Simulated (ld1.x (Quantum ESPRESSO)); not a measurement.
## S (Z = 16): variants of one TM potential

Base potential:

S, norm-conserving Troullier–Martins (Kleinman–Bylander form), made with ld1.x (Quantum ESPRESSO) 7.5 (PBEsol, scalar-relativistic). Core [Ne], reference 3s2 3p3.5 (charge +0.5). Waves: 3p (bound): rc 1.25 bohr; 3d channel at -0.1 Ry: rc 1.25 bohr; 3s (bound): rc 1.30 bohr. Local part: the s channel. Core correction: none.

Cutoffs, loose and tight: the cutoffs (Ry, on a coarse ladder) from which the occupation-weighted sum of valence levels, in a spherical-Bessel basis at the reference potential, stays within 10 and 1 mRy of its value at 400 Ry. They do not see the model core or the augmentation charge, which bear on the density cutoff. Test errors are all-electron minus pseudo excitation energies from the reference, over the configurations 3s2 3p4; 3s2 3p3; 3s2 3p2; 3s2 3p1; 3s0 3p6; 3s1 3p5; 3s2 3p4.3. A dash means not determined; rows that change the core or the reference have their own tests.

A true bound ghost makes a file unfit for plane-wave use even where its test errors are small: the radial tests pick states by their node count and pass the ghost by.

| change | outcome | cutoff, loose | cutoff, tight | bound ghosts | largest test error (meV) |
| --- | --- | --- | --- | --- | --- |
| base | generated | 55 Ry | 110 Ry | none | +66 |
| all radii scaled by about 1.29 (s 1.68, p 1.62, d 1.62 bohr) | generated | 35 Ry | 50 Ry | none | +95 |
| wave 3s (bound): rc 1.30 bohr becomes 3s (bound): rc 1.28 bohr | generated | 55 Ry | 110 Ry | none | +66 |
| wave 3d channel at -0.1 Ry: rc 1.25 bohr becomes 3d channel at -0.19 Ry: rc 1.25 bohr | generated | 55 Ry | 110 Ry | none | +66 |
| functional LDA (PZ) | generated | 55 Ry | 110 Ry | none | +105 |
| core correction a·sin(br)/r model core inside 0.78 bohr | generated | 55 Ry | 110 Ry | none | +60 |
| wave 3d channel at -0.1 Ry: rc 1.25 bohr becomes 3d channel at -0.1 Ry: rc 1.36 bohr | generated | 55 Ry | 110 Ry | none | +66 |
| wave 3p (bound): rc 1.25 bohr becomes 3p (bound): rc 1.04 bohr | generated | 120 Ry | 230 Ry | none | +64 |
| wave 3d channel at -0.1 Ry: rc 1.25 bohr becomes 3d channel at -0.1 Ry: rc 1.04 bohr | generated | 55 Ry | 110 Ry | none | +66 |

Q: What comes out with this change to the base: reference 3s2 3p3.75?

A: outcome: generated; cutoff, loose: 55 Ry; cutoff, tight: 110 Ry; bound ghosts: none; largest test error (meV): +194.

Q: What comes out with this change to the base: reference 3s2 3p4?

A: outcome: generated; cutoff, loose: 55 Ry; cutoff, tight: 110 Ry; bound ghosts: none; largest test error (meV): +78.

Q: What comes out with this change to the base: type ultrasoft; waves now 3s (bound): rcut 1.15, rcutus 1.30 bohr; 3s channel at -1.25 Ry: rcut 1.15, rcutus 1.30 bohr; 3p (bound): rcut 1.10, rcutus 1.25 bohr; 3p channel at 1.65 Ry: rcut 1.10, rcutus 1.25 bohr; 3d channel at -0.1 Ry: rcut 1.10, rcutus 1.25 bohr; local potential all-electron potential smoothed inside 0.95 bohr (lloc = -1); augmentation PSQ, inside the norm-conserving radii?

A: outcome: generated; cutoff, loose: 25 Ry; cutoff, tight: 45 Ry; bound ghosts: s; largest test error (meV): +14.
